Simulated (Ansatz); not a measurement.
Geometry optimisation, RKS PBE/def2-SVP in Ansatz.

Input:

```yaml
crystal:
  periodic: [false, false, false]
  atoms:
    - { symbol: Si, position_ang: [-0.978773, 1.000816, 0.634219] }
    - { symbol: H, position_ang: [0.05496, 1.801798, 0.005424] }
    - { symbol: O, position_ang: [-0.334438, -0.523898, 0.865386] }
    - { symbol: Si, position_ang: [-0.095019, -1.859047, 1.834746] }
    - { symbol: H, position_ang: [-2.188042, 0.930603, -0.254515] }
    - { symbol: H, position_ang: [-1.373815, 1.599996, 1.956485] }
    - { symbol: H, position_ang: [1.513685, 0.938292, -0.923322] }
    - { symbol: Si, position_ang: [1.008289, 0.763487, -2.271073] }
    - { symbol: H, position_ang: [1.380444, -2.0755, 2.025287] }
    - { symbol: H, position_ang: [-0.741652, -1.665239, 3.180886] }
    - { symbol: H, position_ang: [-0.690351, -3.06884, 1.170237] }
    - { symbol: H, position_ang: [-0.369421, 0.169251, -2.197901] }
    - { symbol: H, position_ang: [1.895279, -0.126478, -3.098924] }
    - { symbol: H, position_ang: [0.918854, 2.114858, -2.927036] }
basis:
  gaussian: { orbitals: def2-SVP }
hamiltonian:
  xc: pbe
relax:
  f_tol: 0.03
  max_steps: 50
```

Run as:

```bash
$ ansatz run input.yaml --threads 2 --pin off --max-ram 3072MiB --backend cpu --events-out ev --progress --plain --runs-dir out
```

**Question.** Where does it end, and by what steps?

**Answer.** The forces met the threshold. The force dipped under the threshold on the way, but the program's further checks kept it going. After 25 steps the energy has fallen by 0.284 eV; H7 moved furthest, 1.67 Å.

```
step  energy less start (eV)  largest force component (eV/Å)  accepted
   0                  0.0000                           1.027       yes
   1                 -0.1676                           0.268       yes
   2                 -0.2268                           0.091       yes
   3                 -0.2391                           0.208       yes
   4                 -0.2423                           0.011       yes
   5                 -0.2433                           0.092       yes
   6                 -0.2443                           0.136       yes
   7                 -0.2454                           0.122       yes
   8                 -0.2459                           0.056       yes
   9                 -0.2466                           0.055       yes
  10                 -0.2474                           0.051       yes
  11                 -0.2487                           0.093       yes
  12                 -0.2495                           0.076       yes
  13                 -0.2505                           0.048       yes
  14                 -0.2521                           0.043       yes
  15                 -0.2515                           0.177        no
  16                 -0.2536                           0.035       yes
  17                 -0.2552                           0.058       yes
  18                 -0.2572                           0.157       yes
  19                 -0.2598                           0.168       yes
  20                 -0.2672                           0.218       yes
  21                 -0.2715                           0.255       yes
  22                 -0.2763                           0.206       yes
  23                 -0.2820                           0.009       yes
  24                 -0.2834                           0.020       yes
  25                 -0.2839                           0.023       yes
```

```xyz
14
Properties=species:S:1:pos:R:3
Si -1.494 1.190 0.880
H -1.042 2.368 0.070
O -0.285 0.025 0.811
Si 0.059 -1.466 1.506
H -2.781 0.651 0.314
H -1.729 1.612 2.307
H 2.221 -0.533 -1.274
Si 1.350 0.270 -2.196
H 1.451 -1.849 1.102
H -0.030 -1.374 3.007
H -0.914 -2.509 1.025
H 0.021 -0.411 -2.374
H 2.025 0.374 -3.537
H 1.147 1.652 -1.643
```

Whether the end is a true minimum wasn't checked by a vibrational analysis.

Time of the run: 51 s on 2 threads of Arm Neoverse V2 (shared host), peak memory 0.15 GiB.
